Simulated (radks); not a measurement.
Valence configurations of La II (all share [Xe]). Calculated with a radial shooting solver on a logarithmic mesh with Libxc functionals: scalar-relativistic Kohn-Sham, r2SCAN, spin-polarised, spherical densities, finite nucleus; open shells are filled with parallel spins first (spin-orbit coupling, left out, can overturn this in heavy ions); meta-GGA in the generalised Kohn-Sham scheme; Fermi nuclear charge, rms radius 4.855 fm. Energies are relative to 5d2; eigenvalues in eV for spin up.

| valence | E (eV) | moment (Bohr magnetons) | e(4f) | e(5d) | e(6p) | e(6s) |
|---|---|---|---|---|---|---|
| 5d2 | 0.000 | 2 | - | -7.497 | - | - |
| 5d1.5 6p0.5 | 1.496 | 2 | - | -8.546 | -5.435 | - |
| 5d1 6s1 | -0.007 | 2 | - | -8.825 | - | -8.900 |
| 6s2 | 1.167 | 0 | - | - | - | -9.253 |
| 4f1 5d1 | 1.475 | 2 | -3.457 | -6.270 | - | - |
| 5d1 6p1 | 3.106 | 2 | - | -9.513 | -6.192 | - |
| 5d1.5 6s0.5 | 0.014 | 2 | - | -8.188 | - | -8.169 |
| 4f1 6p1 | 3.487 | 2 | -6.076 | - | -5.863 | - |
| 4f2 | 4.908 | 2 | -2.319 | - | - | - |

NIST lists [Xe] 5d2 as the ground configuration; this level of theory puts 5d1 6s1 lower, by 0.007 eV. The energies are those of spherical high-spin densities, not of single terms.
